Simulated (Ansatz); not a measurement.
SnFH3 (SnH₃F). The state is a triplet with charge 0. Geometry B3LYP-D4/def2-TZVP, that of the neutral singlet; atoms count from 1.

Cartesian coordinates in Å:
```
Sn 0.0318 0.1121 -0.0576
F -0.4431 -1.5621 0.8025
H -0.6888 1.3145 0.9134
H -0.6366 -0.0030 -1.6222
H 1.7367 0.1386 -0.0362
```

In the def2 sets Sn takes a core potential; there is no spin–orbit coupling. At PBE0-D4/def2-TZVP a singlet of charge 0 lies 6.60 eV below the triplet at the same geometry.

(1) Estimate the Mulliken populations from the PBE0/def2-TZVP orbitals of Ansatz.

(2) Where does the spin sit?

(3) And the Mayer bond orders between heavy atoms (over 0.3)?

Results:

(1) 
```csv
atom,charge (e),spin (α − β)
Sn1,0.06,1.06
F2,-0.29,0.37
H3,0.16,0.43
H4,0.03,0.07
H5,0.03,0.07
```
Mulliken values depend strongly on the basis.

(2) Summed by element: Sn 1.06, F 0.37, H 0.56, of 2 unpaired in all. Largest on single atoms: Sn1 1.06, H3 0.43, F2 0.37.

(3) Sn1–F2 0.75 (1.94 Å).
